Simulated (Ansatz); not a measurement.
CH₄AlClS₂, SMILES `S[CH2][Al]([SH])[Cl]`. Total charge 0; spin multiplicity 1. Geometry: relaxed with PBE0-D4/def2-TZVP. It is one conformer, not always the lowest.

```xyz
9

S    -0.882    1.389   -0.896
C     0.163   -0.085   -1.331
Al    0.192   -0.379    0.576
S     1.921    0.206    1.764
Cl   -1.397   -1.418    1.488
H    -2.032    0.721   -0.699
H    -0.336   -0.706   -2.070
H     1.076    0.335   -1.755
H     1.295   -0.063    2.922
```

Problem. What is the dipole moment at ωB97M-V/def2-TZVPP? (Estimate.)

Solution. Ansatz gave: 1.82 D, with components (-0.49, 0.20, -1.74) D in this frame, pointing from negative to positive charge.

Problem. And with PBE, r2SCAN, B3LYP? (An estimate is asked.)

Solution. The calculation gave: PBE 1.83 D, r2SCAN 1.86 D, B3LYP 1.82 D.

Problem. Give the Mulliken charges with ωB97M-V, B3LYP, PBE in def2-TZVPP. (Best estimate.)

Solution. The calculation gave: 
| atom | ωB97M-V | B3LYP | PBE |
| --- | --- | --- | --- |
| S1 | -0.07 | -0.10 | -0.10 |
| C2 | -0.43 | -0.35 | -0.33 |
| Al3 | 0.45 | 0.51 | 0.44 |
| S4 | -0.27 | -0.28 | -0.27 |
| Cl5 | -0.25 | -0.28 | -0.26 |
| H6 | 0.14 | 0.13 | 0.14 |
| H7 | 0.15 | 0.13 | 0.13 |
| H8 | 0.15 | 0.12 | 0.12 |
| H9 | 0.12 | 0.11 | 0.12 |

B3LYP here is the variant with VWN-RPA as its local correlation; programs differ in this.
